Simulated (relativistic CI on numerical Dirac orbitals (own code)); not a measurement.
# Sm²⁺: from the plainest model towards the measured levels

Calculated with a relativistic CI code on KLI orbitals (one set per configuration, finite nucleus), adding one ingredient at a time: step 1, Dirac-Coulomb, each configuration alone; step 2, with Breit and QED terms; step 3, with configuration mixing; step 4, with scaled Slater integrals (0.85); step 5, with a P86 correlation estimate; step 6, tied to the ionisation limit. P86 is a density functional for the correlation energy, evaluated here for each configuration and added to its levels. Step 6 is semi-empirical: configurations made of the next ion and one excited electron move by 17378 cm⁻¹, so that their limit matches the tabulated ionisation energy, and those with a non-penetrating f or g electron also take the P86 value of the least penetrating other one.

Configurations in the expansion (outside the closed core [Xe]): 4f6, 4f5 5d, 4f5 6p, 4f4 6s2, 4f3 5d 6s2, 4f3 6s2 6p.

Computed minus measured energy above the ground level, in cm⁻¹, for 3 of the 12 excited levels that pair in every step (one J of a term; a digit in brackets numbers repeated terms):

| Configuration | Term | J | Measured | Step 1 | Step 2 | Step 3 | Step 4 | Step 5 | Step 6 |
| --- | --- | --- | --- | --- | --- | --- | --- | --- | --- |
| 4f6 | 7F | 1 | 293 | 17 | -22 | -21 | 0 | 0 | 0 |
| 4f5 5d | 7F° | 3 | 35928 | -13199 | -12554 | -12542 | -14860 | -11297 | 6079 |
| 4f5 5d | 7D° | 2 | 36932 | -13653 | -12964 | -12953 | -15443 | -11881 | 5495 |

Mean absolute errors in cm⁻¹, over all paired levels and for the configurations:

| Configuration, levels | Step 1 | Step 2 | Step 3 | Step 4 | Step 5 | Step 6 |
| --- | --- | --- | --- | --- | --- | --- |
| all, 12 | 6774 | 6410 | 6403 | 7594 | 5812 | 2886 |
| 4f6, 6 | 236 | 35 | 34 | 11 | 10 | 10 |
| 4f5 5d, 6 | 13311 | 12785 | 12773 | 15177 | 11614 | 5762 |

Measured levels: Martin, Zalubas and Hagan, Atomic Energy Levels: The Rare-Earth Elements, NSRDS-NBS 60 (1978).

The mean absolute error is lowest at step 6 (2886 cm⁻¹), and the largest single drop is from step 5 to 6 (5812 to 2886). The Breit and QED terms change the top of the ground term (measured 4027) from 4581 to 4066. Mixing lowers the ground level by 12; relative to it the configurations that move most are 4f5 5d by +12. The P86 estimate moves 4f5 5d by +3563, and takes the mean absolute error of the excited configurations from 15177 to 11614. Step 6 takes that error from 11614 to 5762; the error more than halves for 4f5 5d.
